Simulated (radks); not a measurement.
The numbers below are computed, except where a source is named.
Q: The mean radii <r> (bohr) of the occupied orbitals of an atom or ion are listed with their occupations. Code: a radial shooting solver on a logarithmic mesh with Libxc functionals. Model: non-relativistic Kohn-Sham, SCAN, spin-polarised, spherical densities, point nucleus; meta-GGA in the generalised Kohn-Sham scheme.

orbital  occ.      <r>
1s down     1  0.06707
1s up       1  0.06707
2s up       1   0.3104
2s down     1   0.3098
2p up       3   0.2751
2p down     3   0.2744
3s up       1   0.9634
3s down     1   0.9661
3p up       3    1.033
3p down     3    1.035
3d up       4    1.497

Name the element and its charge. Open shells, if any, are filled with parallel spins first.

A: Z = 23, vanadium, charge +1: V+ in [Ar] 3d4. The 1s radius gives Z: for a bare nucleus <r> = 1.5/Z, 0.06522 bohr for Z = 23, and screening makes it slightly larger (0.06707 here). The occupations add up to 22, and the charge is Z minus that.
